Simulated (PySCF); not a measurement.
Start geometry of `FB(F)F` from GFN2-xTB (Å):
```
atom  x, y, z in Å
F1    -1.106   -0.561    0.700
B2     0.003    0.001    0.317
F3     1.145   -0.474    0.717
F4    -0.032    1.038   -0.467
```

Q: What comes out of this run: PySCF 2.14.0, PBE0-D3(BJ)/def2-SVP geometry optimisation, gas phase?

A: 
```
atom  x, y, z in Å
F1    -1.0373   -0.6990    0.7347
B2     0.0045   -0.0243    0.3138
F3     1.2088   -0.3854    0.6805
F4    -0.1570    1.0139   -0.4691
```

The energy falls by 0.012 eV over 8 energy and gradient evaluations, the largest force component goes from 0.0101 to 2.8e-04 Eh/bohr, and the atoms move by 0.008 Å rms after alignment. Among the bonds, F1–B2, B2–F3 and B2–F4 change most and about equally (+0.009 to +0.010 Å). Bonds longer at the end by more than 0.005 Å: 3 of 3; shorter: 0. Rotational constants go from 10488, 10484, 5243 to 10348, 10315, 5166 MHz. The orientation of the end geometry is arbitrary; only internal coordinates are fixed.

The run used 56 basis functions and 43 SCF cycles in all. On one thread of an Arm Neoverse V2 (shared host), this took 4.0 s wall and 0.29 GiB of memory at its peak.

Whether it is a minimum is left open (no frequencies).
